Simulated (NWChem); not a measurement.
System: CH6OSi2; SMILES C(=O)[SiH2][SiH3]

The following NWChem deck was run.

```
start job
memory heap 200 mb stack 900 mb global 1100 mb
geometry units angstroms noautoz
  O      0.804258    -2.277905    -0.322893
  C      0.142702    -1.648001     0.461929
  Si    -0.909240    -0.113517    -0.081396
  Si     0.473382     1.784853     0.000308
  H      0.144689    -1.925423     1.554538
  H     -2.057144     0.054947     0.864534
  H     -1.411116    -0.345278    -1.467481
  H     -0.298495     3.002373    -0.394180
  H      1.626246     1.603848    -0.931732
  H      0.991681     1.967273     1.390787
end
basis spherical
  O library def2-svp
  C library def2-svp
  Si library def2-svp
  H library def2-svp
end
dft
  xc b3lyp
  iterations 150
  mulliken
end
task dft energy
```

Output (shortened):

```
             Northwest Computational Chemistry Package (NWChem) 7.3.0
             --------------------------------------------------------

 C1  symmetry detected

                             Geometry "geometry" -> ""
                             -------------------------

 Output coordinates in angstroms (scale by  1.889725989 to convert to a.u.)

  No.       Tag          Charge          X              Y              Z
 ---- ---------------- ---------- -------------- -------------- --------------
    1 O                    8.0000     0.78417363    -2.27907958    -0.30327106
    2 C                    6.0000     0.11293104    -1.64089942     0.46649542
    3 Si                  14.0000    -0.91219227    -0.09720438    -0.10144205
    4 Si                  14.0000     0.48737925     1.78747099     0.00498201
    5 H                    1.0000     0.08964045    -1.91593502     1.55946125
    6 H                    1.0000    -2.07759029     0.08475782     0.82028703
    7 H                    1.0000    -1.38771053    -0.32698745    -1.49711624
    8 H                    1.0000    -0.26398910     3.01175412    -0.40774824
    9 H                    1.0000     1.65732443     1.59294944    -0.90273293
   10 H                    1.0000     0.97873202     1.96776163     1.40548567

 Effective nuclear repulsion energy (a.u.)     194.9010051805

                                 NWChem DFT Module
                                 -----------------

 Summary of "ao basis" -> "ao basis" (spherical)
 ------------------------------------------------------------------------------
       Tag                 Description            Shells   Functions and Types
 ---------------- ------------------------------  ------  ---------------------
 O                          def2-svp                 6       14   3s2p1d
 C                          def2-svp                 6       14   3s2p1d
 Si                         def2-svp                 8       18   4s3p1d
 H                          def2-svp                 3        5   2s1p

            General Information
            -------------------
          SCF calculation type: DFT
          Wavefunction type:  closed shell.
          No. of atoms     :    10
          No. of electrons :    48
           Alpha electrons :    24
            Beta electrons :    24
          Charge           :     0
          Spin multiplicity:     1
          Use of symmetry is: off; symmetry adaption is: off
          Maximum number of iterations: 150
          AO basis - number of functions:    94
                     number of shells:    46
          Convergence on energy requested:  1.00D-06
          Convergence on density requested:  1.00D-05
          Convergence on gradient requested:  5.00D-04

              XC Information
              --------------
                         B3LYP Method XC Potential
                     Hartree-Fock (Exact) Exchange  0.200
                        Slater Exchange Functional  0.800 local
                    Becke 1988 Exchange Functional  0.720 non-local
              Lee-Yang-Parr Correlation Functional  0.810
                  VWN I RPA Correlation Functional  0.190 local

             Grid Information
             ----------------
          Grid used for XC integration:  medium
          Radial quadrature: Mura-Knowles
          Angular quadrature: Lebedev.
          Tag              B.-S. Rad. Rad. Pts. Rad. Cut. Ang. Pts.
          ---              ---------- --------- --------- ---------
          O                   0.60       49          13.0       434
          C                   0.70       49          12.0       434
          Si                  1.10       88          11.0       590
          H                   0.35       45          13.0       434
          Grid pruning is: on
          Number of quadrature shells:   544
          Spatial weights used:  Erf1

      Superposition of Atomic Density Guess
      -------------------------------------

 Sum of atomic energies:        -692.78872712

      Non-variational initial energy
      ------------------------------

 Total energy =    -694.154447
 1-e energy   =   -1345.200795
 2-e energy   =     456.145343
 HOMO         =      -0.268812
 LUMO         =      -0.054780

     ---------------------------------------------
      Total Density - Mulliken Population Analysis
     ---------------------------------------------

    Atom       Charge   Shell Charges
 -----------   ------   -------------------------------------------------------
    1 O    8     8.69   1.99  1.13  0.68  3.05  1.82  0.01
    2 C    6     5.58   1.99  0.96  0.35  1.55  0.67  0.07
    3 Si  14    13.72   2.00  1.99  1.05  0.27  5.94  1.16  1.21  0.10
    4 Si  14    13.78   2.00  1.99  1.02  0.30  5.94  1.15  1.29  0.09
    5 H    1     0.95   0.69  0.24  0.02
    6 H    1     1.06   0.69  0.36  0.01
    7 H    1     1.05   0.69  0.35  0.01
    8 H    1     1.05   0.69  0.36  0.01
    9 H    1     1.06   0.69  0.36  0.01
   10 H    1     1.06   0.69  0.36  0.01

   convergence    iter        energy       DeltaE   RMS-Dens  Diis-err
 ---------------- ----- ----------------- --------- --------- ---------
 d= 0,ls=0.0,diis     1   -695.5470965288 -8.90D+02  1.84D-02  8.17D-01
 d= 0,ls=0.0,diis     2   -695.2064682841  3.41D-01  1.28D-02  4.29D+00
 d= 0,ls=0.0,diis     3   -695.6551861667 -4.49D-01  1.74D-03  1.90D-02
 d= 0,ls=0.0,diis     4   -695.6567911166 -1.60D-03  7.31D-04  4.91D-03
 d= 0,ls=0.0,diis     5   -695.6574212036 -6.30D-04  1.56D-04  1.53D-04
  Resetting Diis
 d= 0,ls=0.0,diis     6   -695.6574447313 -2.35D-05  4.90D-05  1.65D-05
 d= 0,ls=0.0,diis     7   -695.6574475393 -2.81D-06  1.86D-05  9.51D-07
 d= 0,ls=0.0,diis     8   -695.6574473074  2.32D-07  1.07D-05  3.42D-06
 d= 0,ls=0.0,diis     9   -695.6574476562 -3.49D-07  2.42D-06  8.30D-08

         Total DFT energy =     -695.657447656217
      One electron energy =    -1347.963654606868
           Coulomb energy =      515.447675911559
    Exchange-Corr. energy =      -58.042474141440
 Nuclear repulsion energy =      194.901005180532

 Numeric. integr. density =       48.000011188644

                       DFT Final Molecular Orbital Analysis
                       ------------------------------------

 Vector   22  Occ=2.000000D+00  E=-3.507323D-01
              MO Center= -1.3D-01,  8.6D-01, -5.8D-02, r^2= 4.9D+00
   Bfn.  Coefficient  Atom+Function         Bfn.  Coefficient  Atom+Function
  ----- ------------  ---------------      ----- ------------  ---------------
    85      0.249055   9 H  s                90     -0.242206  10 H  s
    75     -0.240184   7 H  s                70      0.229895   6 H  s
    56     -0.200308   4 Si pz               38      0.191826   3 Si pz
    59     -0.145751   4 Si pz               86      0.140929   9 H  s
    91     -0.140297  10 H  s                41      0.138898   3 Si pz

 Vector   23  Occ=2.000000D+00  E=-3.110009D-01
              MO Center= -2.1D-01,  6.3D-01, -5.9D-02, r^2= 3.7D+00
   Bfn.  Coefficient  Atom+Function         Bfn.  Coefficient  Atom+Function
  ----- ------------  ---------------      ----- ------------  ---------------
    36      0.233289   3 Si px               55     -0.223339   4 Si py
    39      0.187224   3 Si px               54     -0.185817   4 Si px
    37      0.181415   3 Si py               58     -0.176078   4 Si py
    40      0.157411   3 Si py               70     -0.153415   6 H  s
    75     -0.145973   7 H  s                57     -0.144916   4 Si px

 Vector   24  Occ=2.000000D+00  E=-2.466422D-01
              MO Center=  2.8D-01, -1.6D+00,  1.0D-01, r^2= 2.8D+00
   Bfn.  Coefficient  Atom+Function         Bfn.  Coefficient  Atom+Function
  ----- ------------  ---------------      ----- ------------  ---------------
     6      0.373966   1 O  pz                5     -0.311132   1 O  py
     9      0.278440   1 O  pz               65     -0.264138   5 H  s
     8     -0.243349   1 O  py               66     -0.238074   5 H  s
    37     -0.204956   3 Si py               31      0.203670   3 Si s
    17      0.178584   2 C  s                 4      0.176494   1 O  px

 Vector   25  Occ=0.000000D+00  E=-6.495946D-02
              MO Center=  1.4D-01, -1.3D+00,  1.5D-01, r^2= 3.2D+00
   Bfn.  Coefficient  Atom+Function         Bfn.  Coefficient  Atom+Function
  ----- ------------  ---------------      ----- ------------  ---------------
    21      0.358743   2 C  px               18      0.343075   2 C  px
     4     -0.319140   1 O  px                7     -0.320066   1 O  px
    57      0.278515   4 Si px               22      0.276760   2 C  py
    81      0.249660   8 H  s                 8     -0.246604   1 O  py
    76      0.246735   7 H  s                19      0.239774   2 C  py

 Vector   26  Occ=0.000000D+00  E= 2.518230D-03
              MO Center= -3.7D-01,  4.7D-01,  9.9D-03, r^2= 4.9D+00
   Bfn.  Coefficient  Atom+Function         Bfn.  Coefficient  Atom+Function
  ----- ------------  ---------------      ----- ------------  ---------------
    40      0.896173   3 Si py               17      0.798128   2 C  s
    58      0.629151   4 Si py               81     -0.493070   8 H  s
    39     -0.383226   3 Si px               86      0.379827   9 H  s
    66     -0.359052   5 H  s                71     -0.351937   6 H  s
    22      0.303341   2 C  py               50     -0.298302   4 Si s

 Vector   27  Occ=0.000000D+00  E= 8.978722D-03
              MO Center= -1.7D-01,  9.3D-01, -2.7D-02, r^2= 4.4D+00
   Bfn.  Coefficient  Atom+Function         Bfn.  Coefficient  Atom+Function
  ----- ------------  ---------------      ----- ------------  ---------------
    59      0.807536   4 Si pz               41      0.762033   3 Si pz
    91     -0.694319  10 H  s                76      0.638384   7 H  s
    86      0.617594   9 H  s                71     -0.554147   6 H  s
    57     -0.278093   4 Si px               39     -0.194406   3 Si px
    90     -0.173186  10 H  s                75      0.159383   7 H  s

     ---------------------------------------------
      Total Density - Mulliken Population Analysis
     ---------------------------------------------

    Atom       Charge   Shell Charges
 -----------   ------   -------------------------------------------------------
    1 O    8     8.20   1.99  1.11  0.68  2.82  1.58  0.02
    2 C    6     5.99   1.99  0.96  0.31  1.96  0.70  0.07
    3 Si  14    13.73   2.00  1.98  1.10  0.18  5.93  1.35  1.04  0.15
    4 Si  14    13.76   2.00  1.98  1.08  0.21  5.93  1.33  1.11  0.13
    5 H    1     0.98   0.75  0.21  0.02
    6 H    1     1.07   0.74  0.33  0.01
    7 H    1     1.06   0.73  0.31  0.01
    8 H    1     1.07   0.74  0.32  0.01
    9 H    1     1.06   0.74  0.32  0.01
   10 H    1     1.07   0.74  0.33  0.01

     -------------------------------------------
      Total Density - Lowdin Population Analysis
     -------------------------------------------

    Atom       Charge   Shell Charges
 -----------   ------   -------------------------------------------------------
    1 O    8     8.12   1.97  0.93  0.65  2.68  1.85  0.03
    2 C    6     6.03   1.97  0.65  0.37  1.77  1.10  0.17
    3 Si  14    13.69   2.00  1.94  0.71  0.36  5.82  1.36  1.29  0.23
    4 Si  14    13.73   2.00  1.94  0.70  0.37  5.82  1.33  1.38  0.20
    5 H    1     1.01   0.65  0.30  0.07
    6 H    1     1.09   0.64  0.42  0.03
    7 H    1     1.08   0.64  0.41  0.03
    8 H    1     1.08   0.64  0.42  0.02
    9 H    1     1.08   0.64  0.42  0.03
   10 H    1     1.09   0.64  0.42  0.02

     Multipole analysis of the density
     ---------------------------------

     L   x y z        total         alpha         beta         nuclear
     -   - - -        -----         -----         ----         -------
     0   0 0 0      0.000000    -24.000000    -24.000000     48.000000

     1   1 0 0     -0.414580     -0.207290     -0.207290      0.000000
     1   0 1 0      0.520987      0.260494      0.260494      0.000000
     1   0 0 1      0.414406      0.207203      0.207203     -0.000000

     2   2 0 0    -31.515523    -69.315336    -69.315336    107.115149
     2   1 1 0      1.976507     -2.413601     -2.413601      6.803710
     2   1 0 1      0.552396     -0.158187     -0.158187      0.868770
     2   0 2 0    -33.933070   -234.510596   -234.510596    435.088123
     2   0 1 1     -1.929411      1.052637      1.052637     -4.034685
     2   0 0 2    -30.382743    -33.919161    -33.919161     37.455578
```

Level: B3LYP/def2-SVP. The geometry was optimised at PBE0/def2-SVP.
